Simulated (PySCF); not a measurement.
# Vibration and rotation of MgTe

RHF-CCSD(T) constants of MgTe, ¹Σ⁺ (singlet), closed shell (PySCF, spin-free X2C with a Gaussian nucleus, basis sets Mg x2c-SVPall, Te x2c-SVPall; masses 23.9850 and 129.9062 u):

```
ωe            : 351.2 cm⁻¹
ωexe          : 1.33 cm⁻¹
Be            : 0.13268 cm⁻¹
αe            : 0.000647 cm⁻¹
De to Mg + Te : 1.12 eV
```

(1) What force constant and bond length do these constants imply?

(2) Estimate the centrifugal constant D from the Kratzer relation and find the Dunham coefficient a1.

Correlated steps freeze 19 core orbitals. Correlated levels converge slowly with the basis: in double zeta they bind strong bonds too weakly, by up to about 1 eV, and carry superposition errors of some tenths. These are scalar-relativistic numbers at best; spin–orbit coupling would shift them, the dissociation energy most. Where the molecule has an RHF reference, its open-shell atoms are computed with UHF.

## Answers

(1) Reduced mass μred = 20.247 u; k = 5.8918×10⁻⁷·μred·ωe² (u, cm⁻¹, mdyn/Å) = 1.47 mdyn/Å; Re = √(16.8576/(μred·Be)) (u, cm⁻¹, Å) = 2.505 Å.

(2) D = 4Be³/ωe² = 7.57e-08 cm⁻¹; a1 = −1 − αeωe/(6Be²) = -3.15.
